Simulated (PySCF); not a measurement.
Compound: C5H6ClF3O.
SMILES: `CC[C@@H](C(F)(F)C(Cl)=O)F`

Computed with PySCF 2.14.0, density-fitted response routines, TDDFT B3LYP/def2-SVPD, vertical, gas phase, core orbitals frozen in the response. One conformer (not necessarily the lowest) at the PBE0-D3(BJ)/def2-SVP geometry, without solvent, vibrations or thermal averaging. Torsions of this conformer, `[CH3:1][CH2:2][C@H:3]([F:4])[C:5]([F:6])([F:7])[C:8](=[O:9])[Cl:10]`: C1–C2–C3–F4 -63°, C2–C3–C5–F6 -64°, C3–C5–C8–O9 46°.

Computed states:

```tsv
state	E (eV)	f
S1	4.80	0.0013
S2	5.76	0.0012
S3	6.50	0.026
S4	6.66	0.0009
S5	6.74	0.013
S6	7.05	0.0023
S7	7.86	0.014
S8	7.91	0.071
S9	8.15	0.070
S10	8.19	0.230
```

Each state is given a Gaussian of 0.3 eV full width at half maximum, with ε(max) = 2.175×10⁸ f / Δν̃ (Δν̃ the width in cm⁻¹). The width is an assumption, not a result. The curve ends short of the highest state used, and states not computed would add to its high-energy end.

(1) What does the envelope look like, and where are its maxima?

(2) Coming from long wavelengths, where does ε first pass 100 L mol⁻¹ cm⁻¹?

(3) On this curve, what absorbance would a 10⁻⁵ mol/L sample give at 280 nm over a 1 cm path?

Results:

(1) 
E (eV), ε (L mol⁻¹ cm⁻¹) and a bar:
```
     4.35          0 
     4.44          2 
     4.54         14 
     4.63         47 #
     4.72         94 #
     4.81        114 #
     4.91         79 #
     5.00         33 
     5.09          9 
     5.18          1 
     5.28          0 
     5.37          1 
     5.46          7 
     5.55         28 
     5.65         74 #
     5.74        107 #
     5.83         93 #
     5.93         44 #
     6.02         15 
     6.11         23 
     6.20        142 ##
     6.30        673 ########
     6.39       1635 ###################
     6.48       2504 #############################
     6.57       2610 ##############################
     6.67       2099 ########################
     6.76       1527 ##################
     6.85        921 ###########
     6.95        441 #####
     7.04        270 ###
     7.13        178 ##
     7.22         86 #
     7.32         23 
     7.41          9 
     7.50         57 #
     7.59        395 #####
```

Maxima: 258 nm (4.80 eV), ε about 110, made up of S1 (100%); 215 nm (5.76 eV), ε about 110, made up of S2 (100%); 190 nm (6.54 eV), ε about 2700, made up of S3 (85%) and S5 (13%) (ε in L mol⁻¹ cm⁻¹; maxima over ε = 5, shares over 10%). At its high-energy end, 7.59 eV, the curve is still rising (ε about 400, from S7 and S8).

(2) At about 262 nm (4.74 eV), 0.06 eV below S1.

(3) 280 nm is 4.428 eV, where ε is about 1.6 L mol⁻¹ cm⁻¹, so A = ε c l ≈ 1.6e-05 (Beer–Lambert, with the gas-phase spectrum and the assumed width).

The vertical ionisation energy (ΔSCF) is 11.02 eV, 2.83 eV above S10.

Time: 15 min. Hardware: one thread, Arm Neoverse N1, no GPU (shared host).
